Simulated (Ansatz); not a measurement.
(AgSH)2 ring (Ag2H2S2). Total charge 0; singlet. Geometry PBE-D4/def2-SVP; atoms count from 1.

```xyz
6

Ag    0.935    0.850    0.546
S     1.544   -1.444   -0.389
Ag   -0.934   -0.854   -0.542
S    -1.541    1.444    0.387
H     1.858   -0.993   -1.638
H    -1.862    0.997    1.636
```

In the def2 sets Ag takes a core potential; there is no spin–orbit coupling.

(1) Estimate the Mulliken populations from the PBE0/def2-TZVP orbitals of Ansatz.

(2) And the Mayer bond orders between bonded heavy atoms (over 0.3)?

Answers

(1) 
```json
{"atom": "Ag1", "charge (e)": "0.31", "d electrons": "9.91"}
{"atom": "S2", "charge (e)": "-0.48", "d electrons": "–"}
{"atom": "Ag3", "charge (e)": "0.31", "d electrons": "9.91"}
{"atom": "S4", "charge (e)": "-0.48", "d electrons": "–"}
{"atom": "H5", "charge (e)": "0.17", "d electrons": "–"}
{"atom": "H6", "charge (e)": "0.17", "d electrons": "–"}
```
Mulliken values and Mayer orders depend strongly on the basis.

(2) Ag1–S2 0.60 (2.55 Å); Ag1–S4 0.60 (2.55 Å); S2–Ag3 0.60 (2.55 Å); Ag3–S4 0.60 (2.55 Å).
